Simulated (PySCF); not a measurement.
**2-(methoxymethyl)pyridine (COCc1ccccn1, C7H9NO)**

Molfile (atoms numbered from 1):
```
C7H9NO
     RDKit          3D

 18 18  0  0  0  0  0  0  0  0999 V2000
   -2.7007   -0.2102   -0.5256 C   0  0  0  0  0  0  0  0  0  0  0  0
   -2.1125   -0.8087    0.5933 O   0  0  0  0  0  0  0  0  0  0  0  0
   -1.1850    0.0090    1.2415 C   0  0  0  0  0  0  0  0  0  0  0  0
    0.1517    0.0980    0.5416 C   0  0  0  0  0  0  0  0  0  0  0  0
    0.5804   -0.9165   -0.3203 C   0  0  0  0  0  0  0  0  0  0  0  0
    1.8340   -0.8018   -0.9120 C   0  0  0  0  0  0  0  0  0  0  0  0
    2.6152    0.3129   -0.6164 C   0  0  0  0  0  0  0  0  0  0  0  0
    2.0965    1.2643    0.2611 C   0  0  0  0  0  0  0  0  0  0  0  0
    0.8954    1.1678    0.8229 N   0  0  0  0  0  0  0  0  0  0  0  0
   -1.9582    0.0589   -1.3011 H   0  0  0  0  0  0  0  0  0  0  0  0
   -3.2553    0.7079   -0.2509 H   0  0  0  0  0  0  0  0  0  0  0  0
   -3.4089   -0.9313   -0.9568 H   0  0  0  0  0  0  0  0  0  0  0  0
   -1.0271   -0.4214    2.2451 H   0  0  0  0  0  0  0  0  0  0  0  0
   -1.5639    1.0385    1.3882 H   0  0  0  0  0  0  0  0  0  0  0  0
   -0.0735   -1.7702   -0.5085 H   0  0  0  0  0  0  0  0  0  0  0  0
    2.1994   -1.5747   -1.5932 H   0  0  0  0  0  0  0  0  0  0  0  0
    3.6057    0.4470   -1.0561 H   0  0  0  0  0  0  0  0  0  0  0  0
    2.6828    2.1550    0.5166 H   0  0  0  0  0  0  0  0  0  0  0  0
  1  2  1  0
  2  3  1  0
  3  4  1  0
  4  5  2  0
  5  6  1  0
  6  7  2  0
  7  8  1  0
  8  9  2  0
  9  4  1  0
  1 10  1  0
  1 11  1  0
  1 12  1  0
  3 13  1  0
  3 14  1  0
  5 15  1  0
  6 16  1  0
  7 17  1  0
  8 18  1  0
M  END
```

Computed, not measured: PySCF, TDDFT CAM-B3LYP/aug-cc-pVDZ excited states, vertical, gas phase. Geometry: PBE0-D3(BJ)/def2-SVP.

Q: How strongly do the lowest singlets absorb one photon, and two photons of half the energy?

A: δ for parallel linear polarisation; σ at the peak of a Lorentzian of half width 0.1 eV, single beam; Ω is circular over linear.
| state | E (eV) | f | photon λ (nm) | δ (au) | σ (GM) | Ω | main |
| --- | --- | --- | --- | --- | --- | --- | --- |
| S1 | 5.10 | 0.004 | 486 | 0.46 | 0.00 | 1.29 | HOMO−1→LUMO 0.78, HOMO−2→LUMO 0.16 |
| S2 | 5.44 | 0.020 | 456 | 1.11 | 0.01 | 1.01 | HOMO−1→LUMO+2 0.53, HOMO→LUMO 0.23 |
| S3 | 5.46 | 0.047 | 454 | 2.61 | 0.03 | 0.90 | HOMO→LUMO 0.54, HOMO−1→LUMO+2 0.20 |
| S4 | 6.20 | 0.058 | 400 | 3.93 | 0.06 | 1.24 | HOMO→LUMO+2 0.70, HOMO−3→LUMO 0.20 |
| S5 | 6.57 | 0.007 | 378 | 57.8 | 0.91 | 1.49 | HOMO→LUMO+1 0.84 |
| S6 | 6.61 | 0.001 | 375 | 3.46 | 0.06 | 0.82 | HOMO−2→LUMO 0.50, HOMO−2→LUMO+2 0.21 |

Among these, the strongest one-photon state is S4, the strongest two-photon state S5, with a dipole change of 6.3 D (relaxed, norm of the difference vector).
